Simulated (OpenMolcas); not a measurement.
How basis sets differ on C5H12Si (vinyltrimethylsilane)

The species is C5H12Si (18 atoms), meant as a singlet with charge 0. As SMILES, `C=C[Si](C)(C)C`. Geometry: relaxed at PBE0-D4/def2-TZVP. This is one conformer, not always the lowest.

```jsonl
{"atom": "C", "x (Å)": "-2.4635", "y (Å)": "-0.5608", "z (Å)": "0.4411"}
{"atom": "C", "x (Å)": "-1.6000", "y (Å)": "0.0415", "z (Å)": "-0.3722"}
{"atom": "Si", "x (Å)": "0.2500", "y (Å)": "0.0980", "z (Å)": "-0.1112"}
{"atom": "C", "x (Å)": "0.6938", "y (Å)": "-0.8173", "z (Å)": "1.4613"}
{"atom": "C", "x (Å)": "0.7913", "y (Å)": "1.8894", "z (Å)": "0.0123"}
{"atom": "C", "x (Å)": "1.0951", "y (Å)": "-0.7025", "z (Å)": "-1.5817"}
{"atom": "H", "x (Å)": "-3.5338", "y (Å)": "-0.5703", "z (Å)": "0.2520"}
{"atom": "H", "x (Å)": "-2.1382", "y (Å)": "-1.0766", "z (Å)": "1.3408"}
{"atom": "H", "x (Å)": "-2.0090", "y (Å)": "0.5366", "z (Å)": "-1.2545"}
{"atom": "H", "x (Å)": "0.2185", "y (Å)": "-0.3653", "z (Å)": "2.3356"}
{"atom": "H", "x (Å)": "1.7751", "y (Å)": "-0.7929", "z (Å)": "1.6220"}
{"atom": "H", "x (Å)": "0.3894", "y (Å)": "-1.8660", "z (Å)": "1.4138"}
{"atom": "H", "x (Å)": "0.3219", "y (Å)": "2.3833", "z (Å)": "0.8667"}
{"atom": "H", "x (Å)": "1.8758", "y (Å)": "1.9638", "z (Å)": "0.1322"}
{"atom": "H", "x (Å)": "0.5170", "y (Å)": "2.4463", "z (Å)": "-0.8876"}
{"atom": "H", "x (Å)": "0.8076", "y (Å)": "-1.7526", "z (Å)": "-1.6761"}
{"atom": "H", "x (Å)": "0.8258", "y (Å)": "-0.1974", "z (Å)": "-2.5133"}
{"atom": "H", "x (Å)": "2.1832", "y (Å)": "-0.6573", "z (Å)": "-1.4811"}
```

Quantity: the dipole moment, in D. The values are calculated.

```json
{"level": "HF/ANO-RCC-MB (DKH2)", "kind": "Hartree–Fock", "program": "OpenMolcas", "value (D)": "0.29", "CPU time": "7.2 s"}
{"level": "HF/STO-3G", "kind": "Hartree–Fock", "program": "OpenMolcas", "value (D)": "0.28", "CPU time": "1.3 s"}
{"level": "HF/3-21G", "kind": "Hartree–Fock", "program": "OpenMolcas", "value (D)": "0.10", "CPU time": "6.2 s"}
{"level": "HF/6-31G* (spherical functions)", "kind": "Hartree–Fock", "program": "OpenMolcas", "value (D)": "0.08", "CPU time": "21 s"}
```

The values span 0.08 to 0.29 D. Magnitudes only. Sets without polarisation functions give poor dipoles. CPU times are rough (shared hosts, several kinds of processor and program).
